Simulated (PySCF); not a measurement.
Compound: C2H7FOSi2.
Numbering: `[CH3:1][SiH2:2][Si@@H:3]([F:4])[CH:5]=[O:6]` (hydrogens: H7, H8, H9 on C1; H10, H11 on Si2; H12 on Si3; H13 on C5)

Geometry (GFN2-xTB, Å), atoms numbered from 1 in this order:
```xyz
13
C2H7FOSi2 angstrom
C     -1.7525    1.0185   -0.2958
Si    -1.1057   -0.7015    0.1754
Si     1.1178   -0.5203    0.7869
F      1.7477   -1.9935    1.0539
C      2.2188    0.1116   -0.6481
O      2.0413    1.1485   -1.2392
H     -2.7738    0.9698   -0.6615
H     -1.7415    1.6930    0.5561
H     -1.1445    1.4681   -1.0762
H     -1.2879   -1.6144   -0.9661
H     -1.9178   -1.2373    1.2801
H      1.5381    0.2095    1.9805
H      3.0557   -0.5514   -0.9638
```

Computed, not measured: TDDFT CAM-B3LYP/def2-SVPD, vertical, gas phase, core orbitals frozen in the response (PySCF).

Transition dipole moments from the ground state, in atomic units and in the frame of the coordinates above (overall signs are arbitrary), for the states with f of 0.002 or more among the lowest 7:

| state | E (eV) | μx | μy | μz |
| --- | --- | --- | --- | --- |
| S1 | 3.166 | -0.170 | -0.045 | -0.008 |
| S2 | 5.409 | -0.184 | -0.199 | 0.136 |
| S3 | 6.400 | -0.085 | 0.018 | 0.135 |
| S4 | 6.503 | 0.678 | 0.037 | -0.465 |
| S5 | 6.831 | -0.351 | -0.372 | 0.007 |
| S6 | 7.353 | 0.074 | -0.215 | 0.306 |
| S7 | 7.592 | 0.659 | -0.218 | -0.235 |

Work out the oscillator strengths.

f = (2/3) ΔE |μ|² with ΔE in hartree (27.2114 eV).

| state | \|μ\|² (au) | \|μ\| (D) | f |
| --- | --- | --- | --- |
| S1 | 0.031 | 0.45 | 0.002 |
| S2 | 0.092 | 0.77 | 0.012 |
| S3 | 0.026 | 0.41 | 0.004 |
| S4 | 0.677 | 2.09 | 0.108 |
| S5 | 0.261 | 1.30 | 0.044 |
| S6 | 0.145 | 0.97 | 0.026 |
| S7 | 0.537 | 1.86 | 0.100 |

Which bond between heavy atoms lies closest to the direction of the S4 transition dipole?

Si3–C5, at 24° from it; next Si2–Si3 at 50°.

What angle do the transition dipoles of S5 and S6 make?

|cos θ| = |μa·μb| / (|μa| |μb|) = 0.29, so θ ≈ 73° (taken between 0 and 90°, since the signs are arbitrary).

What peak molar absorption coefficient would the strongest computed level give as a lone Gaussian band 0.3 eV wide at half height?

ε(max) = 2.175×10⁸ f / FWHM, with the width in cm⁻¹. S4: 2.175×10⁸ × 0.1079 / 2420 ≈ 9700 L mol⁻¹ cm⁻¹.

Time: 29 s of wall time; peak memory 0.86 GiB. Hardware: Arm Neoverse V2, one thread, no GPU, shared host.

One conformer stands for the species.
